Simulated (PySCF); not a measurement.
Species: C₃H₈O₃S.
Bonds: C1–C2, C2–C3, C3–S4, S4–O5 (double), S4–O6 (double), S4–O7. Hydrogens: H8, H9, H10 on C1; H11, H12 on C2; H13, H14 on C3; H15 on O7.

Structure optimised with GFN2-xTB, isolated species.

Problem. Give the optimised bond lengths and angles.

Solution. 
```tsv
bond	length (bohr)	order
C1–C2	2.879	single
C2–C3	2.864	single
C3–S4	3.404	single
S4=O5, S4=O6	2.701	double
S4–O7	3.071	single
C1–H8, C1–H9, C1–H10	2.054	single
C2–H11, C2–H12	2.064	single
C3–H13, C3–H14	2.050	single
O7–H15	1.812	single
```

Bonds in one row agree within 0.02 bohr and their mean is given. Orders are formal, as drawn. A selection of angles:
```tsv
angle	degrees
C2–C1–H8	110.5
C2–C1–H9	110.1
H8–C1–H9	108.5
H9–C1–H10	108.9
C1–C2–C3	111.4
C1–C2–H11	109.8
C3–C2–H11	109.8
C3–C2–H12	107.8
H11–C2–H12	108.3
C2–C3–S4	107.9
C2–C3–H13	113.2
S4–C3–H13	106.3
H13–C3–H14	110.9
C3–S4–O5	111.7
C3–S4–O7	99.3
O5–S4–O6	118.3
O5–S4–O7	108.5
O6–S4–O7	106.5
S4–O7–H15	110.1
```

Torsions: C1–C2–C3–S4 72° (synclinal); C2–C3–S4–O5 -82° (synclinal); H15–O7–S4–C3 -133° (anticlinal). The mirror-image conformer, all signs reversed, is as good.

Of the pairs four or more bonds apart, O5···H9 is among the closest relative to their van der Waals radii: 2.39 Å, 88 % of the sum of Bondi's values. The 3 O–S bonds span 1.426 Å (S4=O5, drawn double) to 1.625 Å (S4–O7, drawn single), a spread of 0.199 Å. O7 (hydroxyl oxygen) is bent (angle 110.1°). S4 (sulfonyl sulfur) is distorted tetrahedral (angles from 99.3° to 118.3°).

Point group: C1 (no symmetry element, even within 0.4 Å). Whether it is a minimum is left open (no frequencies). One conformer, not necessarily the lowest (C1–C2–C3–S4 72°, C2–C3–S4–O5 -82°, C3–S4–O7–H -133°).

All values are computed, not measured.
